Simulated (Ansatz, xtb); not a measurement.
**Relative energy of two isomers of C5H9B**

We compare a, `B/C=C/C(=C)C`, a singlet, with b, `B/C=C/C=C/C`, a singlet. Both are isolated molecules in the gas phase, relaxed with PBE0-D3(BJ)/def2-SVP; the shapes shown needn't be the lowest conformers.

a (Å):

```yaml
atoms:
  - { symbol: C, position_ang: [0.6532, 0.5545, 0.0344] }
  - { symbol: C, position_ang: [0.2086, -0.0573, 1.1633] }
  - { symbol: C, position_ang: [-1.0022, 0.2620, 1.9131] }
  - { symbol: C, position_ang: [-1.2856, -0.4555, 3.0175] }
  - { symbol: C, position_ang: [-1.8870, 1.3726, 1.4325] }
  - { symbol: B, position_ang: [1.9517, 0.1050, -0.6441] }
  - { symbol: H, position_ang: [2.5843, -0.8095, -0.1609] }
  - { symbol: H, position_ang: [2.3635, 0.6380, -1.6498] }
  - { symbol: H, position_ang: [0.0540, 1.3775, -0.3731] }
  - { symbol: H, position_ang: [0.8085, -0.8809, 1.5708] }
  - { symbol: H, position_ang: [-0.6261, -1.2618, 3.3503] }
  - { symbol: H, position_ang: [-2.1788, -0.2589, 3.6166] }
  - { symbol: H, position_ang: [-1.3377, 2.3268, 1.3960] }
  - { symbol: H, position_ang: [-2.7580, 1.5016, 2.0888] }
  - { symbol: H, position_ang: [-2.2502, 1.1738, 0.4116] }
```

b (Å):

| atom | x (Å) | y (Å) | z (Å) |
| --- | --- | --- | --- |
| C | 1.6902 | 0.3941 | 0.5116 |
| C | 0.4308 | -0.0257 | 0.8112 |
| C | -0.6206 | 0.7943 | 1.3647 |
| C | -1.8522 | 0.3248 | 1.6436 |
| C | -2.9709 | 1.1196 | 2.2135 |
| B | 2.7293 | -0.5641 | -0.0723 |
| H | 2.4197 | -1.7201 | -0.2709 |
| H | 3.8527 | -0.2027 | -0.3421 |
| H | 1.9226 | 1.4490 | 0.7090 |
| H | 0.1757 | -1.0771 | 0.6218 |
| H | -0.3864 | 1.8479 | 1.5612 |
| H | -2.0560 | -0.7341 | 1.4359 |
| H | -3.8459 | 1.1051 | 1.5415 |
| H | -3.3124 | 0.6880 | 3.1698 |
| H | -2.6848 | 2.1665 | 2.3880 |

Energies in hartree; the thermal terms are from GFN2-xTB frequencies at re-optimised GFN2-xTB minima (ideal gas, soft modes damped towards free rotors, one conformer each, 298.15 K, 1 atm) and include the zero-point energy:

|  | a | b |
| --- | --- | --- |
| E, CCSD(T)/def2-SVP | −219.914027 | −219.914728 |
| E, MP2/def2-SVP | −219.815539 | −219.816318 |
| E, MP2/def2-TZVPP | −220.217045 | −220.216971 |
| zero-point energy | 0.121546 | 0.121377 |
| H(298 K) − E | 0.130277 | 0.130304 |
| G(298 K) − E | 0.090348 | 0.089938 |

**Question.** Correct the CCSD(T) difference for the basis set by the MP2 change, then work out ΔE, ΔE₀, ΔH and ΔG for a → b in kJ/mol (1 Eh = 2625.50 kJ/mol) and the equilibrium ratio [b]/[a].

**Answer.** 1. Differences b − a: CCSD(T) −0.000701, MP2 in the small set −0.000779, MP2 in the large set +0.000074 Eh.
2. ΔE = −0.000701 + (+0.000074 − (−0.000779)) = +0.000152 Eh = +0.40 kJ/mol.
3. ΔE₀ = ΔE + ΔZPE = +0.000152 + (−0.000169) Eh = −0.04 kJ/mol.
4. ΔH = ΔE + (+0.000027) Eh = +0.47 kJ/mol.
5. ΔG = ΔE + (−0.000410) Eh = −0.68 kJ/mol, so ΔS = (ΔH − ΔG)/T = +3.8 J/(mol K).
6. kT = 0.9442 mEh, so K = [b]/[a] = exp(−ΔG/kT) = exp(+0.27) ≈ 1.3.

The two are too close for this level to say which is favoured. An error of 4 kJ/mol in ΔG would change K by a factor of 5. Mirror images and further conformers aren't counted.

As drawn, both hold the same kinds of bond in the same numbers.

Other levels gave ΔE = −2.1 (GFN2-xTB); −1.8 (HF/STO-3G, GFN2-xTB geometries); +1.1 (r2SCAN-D4/def2-SVP, GFN2-xTB geometries); −6.2 (PBE0-D3(BJ)/def2-SVP); −7.3 (HF/def2-SVP); −2.0 (MP2/def2-SVP); −1.8 (CCSD(T)/def2-SVP) kJ/mol. The correlated steps freeze 6 core orbitals. Programs: Ansatz 0.2.0, xtb 6.7.1.
